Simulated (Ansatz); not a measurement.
`O[Si]([SiH3])(Cl)Br` + `NC(N)S` → `NC(S)N[SiH3]` + `O[SiH](Cl)Br`  (cleavage of the Si–Si bond)

Calculated with Ansatz (gas phase, PBE0-D4/def2-TZVP geometries, no zero-point term in ΔE). CBS: MP2 limit from def2 TZ/QZ plus the TZ coupled-cluster correction, frozen cores. For Br outer-core shells are correlated without core-valence functions, which leaves a few kJ/mol of doubt a bond. Scalar relativity is left out up to krypton. Each species was taken in one conformer, which may not be the lowest.

`O[Si]([SiH3])(Cl)Br`:

Z-matrix (Å, degrees):
```
Si
Si 1 2.329
Cl 1 2.056 2 110.7
O 1 1.628 2 109.2 3 -121.4
Br 1 2.225 2 110.3 3 117.6
H 2 1.484 1 107.8 3 -58.3
H 2 1.485 1 109.4 3 61.4
H 2 1.484 1 109.2 3 -177.9
H 4 0.960 1 119.0 2 -178.3
```

`NC(N)S`:

Z-matrix (Å, degrees):
```
C
N 1 1.435
S 1 1.852 2 103.4
N 1 1.436 2 114.2 3 -126.6
H 1 1.092 2 108.5 3 113.6
H 2 1.014 1 110.5 3 61.9
H 2 1.013 1 109.4 3 -179.2
H 3 1.342 1 96.0 2 -166.1
H 4 1.012 1 111.9 2 -169.2
H 4 1.014 1 111.1 2 69.8
```

`NC(S)N[SiH3]`:

```xyz
13

N     1.299    1.340    0.731
C     0.546    0.546   -0.205
S    -0.374    1.691   -1.329
N    -0.238   -0.388    0.528
Si   -0.977   -1.781   -0.182
H     1.840    2.048    0.253
H     1.919    0.745    1.269
H     1.155   -0.021   -0.927
H    -0.964    2.376   -0.335
H    -0.694    0.054    1.314
H     0.070   -2.485   -0.967
H    -2.123   -1.500   -1.090
H    -1.460   -2.626    0.939
```

`O[SiH](Cl)Br`:

Cartesian coordinates in Å:
```
O 0.753 0.968 0.572
Si -0.239 0.016 -0.289
Cl -1.819 -0.620 0.836
Br 0.823 -1.775 -1.028
H 1.210 0.603 1.332
H -0.728 0.809 -1.423
```

| species | CCSD(T)/CBS(def2) energy (Eh) |
| --- | --- |
| `O[Si]([SiH3])(Cl)Br` | -3688.98681 |
| `NC(N)S` | -548.83295 |
| `NC(S)N[SiH3]` | -839.13158 |
| `O[SiH](Cl)Br` | -3398.70645 |

Work out ΔE.

ΔE = (-839.13158) + (-3398.70645) − (-3688.98681) − (-548.83295) = -0.01827 Eh = -48.0 kJ/mol.

Largest T1 diagnostic among the species: 0.011.

Leaving LDA and LC-ωPBE aside and taking each functional with its dispersion term where it has one, the values, not all of them listed here, spread over 22.8 kJ/mol, from CAM-B3LYP-D4 to PBE-D4. LDA lies −7.1 kJ/mol from PBE without D4. At CCSD(T), def2-SVP lies −3.5 kJ/mol from the extrapolated value and def2-TZVPP −1.4 kJ/mol.
